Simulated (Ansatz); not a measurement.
Two members of one family (Series TiF3X), computed with Ansatz in the gas phase; def2 core potentials for I, no spin–orbit coupling. The two geometries come from different levels. Binding counts from free atoms in the multiplicity of their measured ground term, without zero-point energy. A dash marks a value that wasn't run or was left out as unsound. The structures are stationary points that may keep the symmetry of their start. Remarks come from the PBE and PBE0 runs and from stability tests at other levels; not every state was tested. A HOMO above zero means that the electron is unbound at that level and held by the basis, or that self-interaction error raises the level; the energy of removing that electron tells which. HOMO above LUMO (over both spins in singlets and doublets, within one spin in higher multiplets; at PBE or PBE0), or a gap under 0.15 eV within one spin, warns that the state may not be the lowest or that an electron is smeared out.

First: TiClF3 (singlet, charge 0, PBE-D4/def2-SVP geometry).

```xyz
5

Ti   -0.0427   -0.0698    0.0052
Cl    1.0946    1.7970   -0.1300
F    -1.6169    0.2414    0.6757
F     0.7943   -1.2018    1.0273
F    -0.2293   -0.7667   -1.5783
```

```tsv
level	HOMO (eV)	LUMO (eV)	gap (eV)	vertical EA (eV)	binding per atom (eV)
PBE-D4/def2-TZVPD	-8.74	-4.31	4.43	0.65	–
PBE0-D4/def2-SVP	-10.07	-3.50	6.58	–	4.56
PBE0-D4/def2-TZVPD	-10.21	-3.44	6.78	1.35	4.54
LC-ωPBE/def2-TZVP	-12.97	-1.18	11.79	–	4.57
ωB97X-V/def2-TZVP	-12.61	-1.18	11.43	–	4.55
```

Metal–donor distances: 1 × Cl 2.19 Å, 3 × F 1.74 Å. Remarks: HOMO above zero (-1 doublet), gap within one spin near zero at PBE or PBE0 (-1 doublet).

Second: TiIF3 (singlet, charge 0, r2SCAN-D4/def2-SVP geometry).

```tsv
atom	x (Å)	y (Å)	z (Å)
Ti1	0.068	0.096	0.104
I2	-1.039	-1.477	-1.592
F3	-0.189	1.744	-0.359
F4	1.769	-0.208	0.172
F5	-0.608	-0.155	1.675
```

**Question.** Estimate how these quantities change from the first to the second (second minus first).

**Answer.** 
```
             level  Δ HOMO (eV)  Δ LUMO (eV)  Δ gap (eV)  Δ vertical EA (eV)  Δ binding per atom (eV)
 PBE-D4/def2-TZVPD         1.42         0.11       -1.30                0.27                        –
  PBE0-D4/def2-SVP         1.65         0.04       -1.60                   –                    -0.25
PBE0-D4/def2-TZVPD         1.74         0.07       -1.67                0.25                    -0.25
 LC-ωPBE/def2-TZVP         2.02        -0.02       -2.04                   –                    -0.27
 ωB97X-V/def2-TZVP         1.97        -0.02       -1.99                   –                    -0.27
```

Metal–donor distances: 1 × I 2.57 Å, 3 × F 1.73 Å. Remarks: HOMO above zero (-1 doublet), gap within one spin near zero at PBE or PBE0 (-1 doublet).
